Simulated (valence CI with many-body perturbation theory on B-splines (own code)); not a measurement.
Ir46+: electric-dipole lines

Level of theory: configuration interaction combined with many-body perturbation theory (CI+MBPT): three valence electrons over a frozen Dirac-Fock core [Ar] 3d10, radial functions for each j: 11 s, 11 p, 9 d, 7 f, 5 g, 2 h, 1 i, with the one-electron correlation potential Σ1 (screened to all orders), the two-electron term Σ2, the three-electron term Σ3, Breit, model QED; selected single and double excitations, second order for the rest (own B-spline code, finite nucleus).

No measured spectrum was set against this ion. As an estimate, large intervals hold to a few tenths of a per cent, small ones and those within an open d or f shell to about a per cent.

Lines 101 to 150 of 275 in falling wavelength, among levels below 665.86 eV, chosen from the strongest by gf and those to the six lowest levels. Wavelengths and rates use the calculated energies. Electric multipoles are in the length gauge, E1 and E2 with the static RPA response of the core. Weak lines are less certain than strong ones. Lines between different terms over intervals too small for the method are left out, as are lines whose strength nearly cancels. The highest levels of a list are the least certain.

Levels are named by their leading jj configuration (3d3/2^4 stands for four electrons in 3d with j = 3/2), which in mixed levels can hold well under half, so a name can repeat and another be missing. Letters in brackets count levels of one name in rising energy.

| λ vac (Å) | Upper | Lower | A (s⁻¹) | S (a.u.) with core polarisation | S without |
| --- | --- | --- | --- | --- | --- |
| 62.30 | (4s 4p1/2 4f5/2) J=5/2 [b] | (4s 4p1/2 4d3/2) J=3/2 [b] | 8.55e+10 | 6.12e-02 | 6.42e-02 |
| 62.30 | (4s 4p3/2 4d5/2) J=5/2 [b] | (4s 4p3/2^2) J=3/2 | 7.78e+11 | 5.57e-01 | 5.88e-01 |
| 62.15 | (4p1/2 4p3/2 4d5/2) J=5/2 [b] | (4p1/2 4p3/2^2) J=5/2 | 1.06e+11 | 7.56e-02 | 7.99e-02 |
| 62.10 | (4s^2 4f5/2) J=5/2 | (4s^2 4d3/2) J=3/2 | 6.06e+10 | 4.30e-02 | 4.49e-02 |
| 62.07 | (4p1/2 4p3/2 4d5/2) J=3/2 [b] | (4p1/2 4p3/2^2) J=5/2 | 8.89e+10 | 4.20e-02 | 4.44e-02 |
| 62.07 | (4p1/2 4p3/2 4d5/2) J=5/2 [b] | (4p1/2 4p3/2^2) J=3/2 | 8.33e+11 | 5.90e-01 | 6.23e-01 |
| 61.94 | (4s 4p1/2 4f5/2) J=3/2 | (4s 4p1/2 4d3/2) J=3/2 [b] | 7.52e+10 | 3.53e-02 | 3.71e-02 |
| 61.80 | (4s 4p1/2 4d5/2) J=5/2 [b] | (4s 4p1/2 4p3/2) J=5/2 | 1.22e+11 | 8.52e-02 | 9.00e-02 |
| 61.77 | (4p1/2 4p3/2 4d5/2) J=1/2 | (4p1/2 4p3/2^2) J=3/2 | 9.10e+10 | 2.12e-02 | 2.24e-02 |
| 61.51 | (4s 4p1/2 4f5/2) J=3/2 | (4s 4p1/2 4d3/2) J=1/2 | 1.74e+11 | 7.97e-02 | 8.38e-02 |
| 61.48 | (4s 4p1/2 4d5/2) J=3/2 | (4s 4p1/2 4p3/2) J=5/2 | 3.19e+10 | 1.46e-02 | 1.55e-02 |
| 60.50 | (4p1/2 4p3/2 4d3/2) J=7/2 | (4s 4p1/2 4d5/2) J=7/2 | 2.80e+10 | 2.45e-02 | 2.60e-02 |
| 60.05 | (4s 4p1/2 4f7/2) J=5/2 | (4s 4p1/2 4d3/2) J=3/2 [b] | 5.97e+10 | 3.83e-02 | 4.04e-02 |
| 59.66 | (4s 4p3/2 4d5/2) J=7/2 [b] | (4s 4p3/2^2) J=5/2 | 8.21e+11 | 6.88e-01 | 7.26e-01 |
| 59.58 | (4s 4p1/2 4f5/2) J=7/2 | (4s 4p1/2 4d3/2) J=5/2 | 9.37e+10 | 7.82e-02 | 8.19e-02 |
| 59.31 | (4p1/2 4p3/2 4d3/2) J=5/2 [b] | (4s 4p1/2 4d5/2) J=3/2 | 6.02e+10 | 3.72e-02 | 3.92e-02 |
| 59.16 | (4s 4p1/2 4d5/2) J=5/2 [b] | (4s 4p1/2 4p3/2) J=3/2 [a] | 1.58e+10 | 9.69e-03 | 1.02e-02 |
| 58.86 | (4s 4p1/2 4d5/2) J=3/2 | (4s 4p1/2 4p3/2) J=3/2 [a] | 1.13e+11 | 4.56e-02 | 4.82e-02 |
| 58.60 | (4s 4p1/2 4f5/2) J=5/2 [a] | (4s 4p1/2 4d3/2) J=3/2 [a] | 2.23e+11 | 1.33e-01 | 1.40e-01 |
| 58.53 | (4s 4p1/2 4p3/2) J=3/2 [a] | (4s^2 4p1/2) J=1/2 | 4.30e+09 | 1.70e-03 | 1.80e-03 |
| 57.89 | (4s 4p3/2 4d5/2) J=3/2 [b] | (4s 4p3/2^2) J=5/2 | 1.46e+11 | 5.59e-02 | 5.92e-02 |
| 57.87 | (4s 4p1/2 4f5/2) J=5/2 [b] | (4s 4p1/2 4d3/2) J=5/2 | 5.86e+10 | 3.36e-02 | 3.54e-02 |
| 57.47 | (4p1/2 4p3/2 4d5/2) J=7/2 [a] | (4s 4p1/2 4d5/2) J=5/2 [b] | 5.99e+10 | 4.49e-02 | 4.74e-02 |
| 57.10 | (4s 4p3/2 4d5/2) J=5/2 [a] | (4s^2 4d5/2) J=5/2 | 3.01e+11 | 1.66e-01 | 1.75e-01 |
| 56.85 | (4s 4p3/2 4d5/2) J=5/2 [b] | (4s 4p3/2^2) J=5/2 | 1.74e+11 | 9.45e-02 | 1.00e-01 |
| 56.27 | (4s 4p3/2^2) J=5/2 | (4s^2 4p3/2) J=3/2 | 4.71e+11 | 2.48e-01 | 2.63e-01 |
| 56.19 | (4p1/2 4p3/2 4d5/2) J=3/2 [a] | (4s 4p1/2 4d5/2) J=3/2 | 4.14e+11 | 1.45e-01 | 1.53e-01 |
| 56.16 | (4s 4p1/2 4f7/2) J=7/2 [b] | (4s 4p1/2 4d3/2) J=5/2 | 1.04e+11 | 7.29e-02 | 7.70e-02 |
| 55.93 | (4p1/2 4p3/2 4d5/2) J=7/2 [a] | (4s 4p1/2 4d5/2) J=7/2 | 5.34e+10 | 3.69e-02 | 3.90e-02 |
| 55.92 | (4s 4p1/2 4f7/2) J=5/2 | (4s 4p1/2 4d3/2) J=5/2 | 3.67e+10 | 1.90e-02 | 2.01e-02 |
| 55.89 | (4p1/2 4p3/2 4d3/2) J=5/2 [b] | (4s 4p1/2 4d5/2) J=5/2 [a] | 3.69e+10 | 1.91e-02 | 2.02e-02 |
| 55.86 | (4s 4p1/2 4f5/2) J=5/2 [b] | (4s 4p1/2 4d3/2) J=3/2 [a] | 9.19e+10 | 4.74e-02 | 5.00e-02 |
| 55.80 | (4s 4p3/2 4d5/2) J=3/2 [a] | (4s^2 4d5/2) J=5/2 | 1.44e+11 | 4.93e-02 | 5.22e-02 |
| 55.71 | (4p1/2 4p3/2^2) J=3/2 | (4s 4p1/2 4p3/2) J=1/2 | 6.47e+11 | 2.21e-01 | 2.34e-01 |
| 55.57 | (4p1/2 4p3/2 4d5/2) J=5/2 [a] | (4s 4p1/2 4d5/2) J=5/2 [b] | 3.91e+11 | 1.99e-01 | 2.10e-01 |
| 55.30 | (4s 4p3/2 4d5/2) J=7/2 [a] | (4s^2 4d5/2) J=5/2 | 2.68e+11 | 1.79e-01 | 1.89e-01 |
| 55.15 | (4p1/2 4p3/2 4d5/2) J=9/2 | (4s 4p1/2 4d5/2) J=7/2 | 4.03e+11 | 3.34e-01 | 3.53e-01 |
| 55.10 | (4p1/2 4p3/2^2) J=3/2 | (4s 4p1/2 4p3/2) J=3/2 [b] | 1.54e+11 | 5.10e-02 | 5.40e-02 |
| 55.04 | (4p1/2 4p3/2^2) J=5/2 | (4s 4p1/2 4p3/2) J=3/2 [b] | 5.31e+11 | 2.62e-01 | 2.77e-01 |
| 54.59 | (4p1/2 4p3/2 4d3/2) J=5/2 [a] | (4s 4p1/2 4d3/2) J=5/2 | 1.48e+11 | 7.15e-02 | 7.57e-02 |
| 54.51 | (4p1/2 4p3/2 4d5/2) J=7/2 [a] | (4s 4p1/2 4d5/2) J=5/2 [a] | 5.89e+11 | 3.77e-01 | 3.98e-01 |
| 54.43 | (4s 4p3/2 4d3/2) J=3/2 [b] | (4s^2 4d3/2) J=3/2 | 4.92e+11 | 1.57e-01 | 1.66e-01 |
| 54.27 | (4p1/2 4p3/2 4d3/2) J=3/2 [a] | (4s 4p1/2 4d3/2) J=5/2 | 1.17e+11 | 3.70e-02 | 3.92e-02 |
| 54.13 | (4p1/2 4p3/2 4d5/2) J=5/2 [a] | (4s 4p1/2 4d5/2) J=7/2 | 1.02e+11 | 4.79e-02 | 5.07e-02 |
| 54.04 | (4s 4p1/2 4f7/2) J=5/2 | (4s 4p1/2 4d3/2) J=3/2 [a] | 6.37e+10 | 2.98e-02 | 3.15e-02 |
| 54.02 | (4p1/2 4p3/2^2) J=1/2 | (4s 4p1/2 4p3/2) J=1/2 | 1.90e+11 | 2.95e-02 | 3.12e-02 |
| 53.90 | (4p1/2 4p3/2 4d3/2) J=3/2 [b] | (4s 4p1/2 4d3/2) J=3/2 [b] | 1.14e+11 | 3.52e-02 | 3.72e-02 |
| 53.76 | (4p3/2^3) J=3/2 | (4s 4p3/2^2) J=3/2 | 1.51e+12 | 4.65e-01 | 4.92e-01 |
| 53.57 | (4p1/2 4p3/2 4d3/2) J=3/2 [b] | (4s 4p1/2 4d3/2) J=1/2 | 2.10e+11 | 6.36e-02 | 6.73e-02 |
| 53.45 | (4p1/2 4p3/2^2) J=1/2 | (4s 4p1/2 4p3/2) J=3/2 [b] | 6.76e+11 | 1.02e-01 | 1.08e-01 |
